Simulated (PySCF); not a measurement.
**C- (carbon, charge -1) across methods**

[He] 2s2 2p3, high-spin 4S determinant. Computed with PySCF 2.14 in aug-cc-pVQZ (6s5p4d3f2g, 80 functions), with the non-relativistic Hamiltonian (point nucleus). The B2PLYP total includes its PT2 part (frozen core); its orbital energies are those of the SCF part.

```tsv
method	E (hartree)	mean ε 2s α (eV)	mean ε 2s β (eV)	mean ε 2p α (eV)	Σ⟨r²⟩ (bohr²)	⟨S²⟩
PBE0	-37.8586	-8.235	-4.049	0.896	29.01	3.753
HSE06	-37.8630	-7.805	-3.641	1.284	29.04	3.753
LDA	-37.5356	-6.055	-3.076	1.777	31.00	3.754
PBE	-37.8558	-6.187	-3.069	1.884	31.05	3.753
wB97M-V	-37.8964	-10.508	-6.836	-1.155	29.09	3.751
wB97X	-37.8927	-10.876	-6.289	-1.210	27.77	3.760
UHF	-37.70995	-14.300	-5.793	-2.123	26.09	3.757
r2SCAN	-37.8889	-7.076	-2.798	1.702	29.26	3.755
B2PLYP	-37.8746	-10.313	-4.954	-0.060	27.94	3.755
```

The highest occupied level is positive at PBE0, HSE06, LDA, PBE, r2SCAN: only the finite basis holds that electron, which in a density functional comes from self-interaction.
